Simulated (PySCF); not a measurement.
## Electron correlation in B³⁺ (boron, charge +3)

1s2, closed-shell 1S. Computed with PySCF 2.14 in dyall-acv3z, with scalar relativity by spin-free X2C-1e. Frozen: nothing; 2 electrons correlated; the 5 highest virtual orbitals of each spin left out.

With two correlated electrons CCSD is exact within the correlated space (frozen core and kept virtual orbitals).

| level | correlation energy (mhartree) |
| --- | --- |
| CCSD | -42.19 |

Diagnostics: T1 = 0.00012, D1 = 0.0002, largest double amplitude 0.007.

Is a single reference adequate?

Yes: T1 lies below 0.03 and no double amplitude reaches 0.07.
